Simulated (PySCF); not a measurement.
A survey of 19F NMR shifts

- shielding tensors at PBE0/pcSseg-1 (GIAO)
- geometry: GFN2-xTB
- code: PySCF 2.14
- fast rotation and ring inversion assumed for equivalent nuclei, one conformer, in vacuum, non-relativistic Hamiltonian

Shieldings were converted by a linear fit to measured shifts: 19F (scatter 6.0 ppm rms, 7.0 ppm with the 5 outliers that the fit left out vs CFCl3, solution or neat liquid, with a term for F on sp3 carbon). A few per cent of atoms miss by over 2 rms, more outside the fitted compound classes.

Q: Give the 19F shifts of `CO[C@H]1C=C(F)[SiH2][SiH2]O1`, `CC#C/C(C)=C(/F)[SiH2]S`.

A: 
| compound | environment | δ (ppm) |
| --- | --- | --- |
| CO[C@H]1C=C(F)[SiH2][SiH2]O1 | vinylic fluorine | -91.5 |
| CC#C/C(C)=C(/F)[SiH2]S | vinylic fluorine | -102.7 |

Q: Order these by 19F shift, lowest first.
A. C#CC1=COCC[C@H](F)O1
B. N[SiH2][SiH2]C(F)(F)C1CC1
C. C#C[C@@]1(F)CS[SiH2][C@@H]1C
D. CC#C/C(C)=C(\F)[SiH2]S
E. CO[C@H]1O[SiH2]C(F)=C[SiH2]1

A: C (-157.0 ppm, fluorine on an sp3 carbon), A (-105.4 ppm, fluorine on an sp3 carbon), D (-96.1 ppm, vinylic fluorine), B (-83.8 ppm, fluorine of a CF2 group), E (-61.0 ppm, vinylic fluorine).
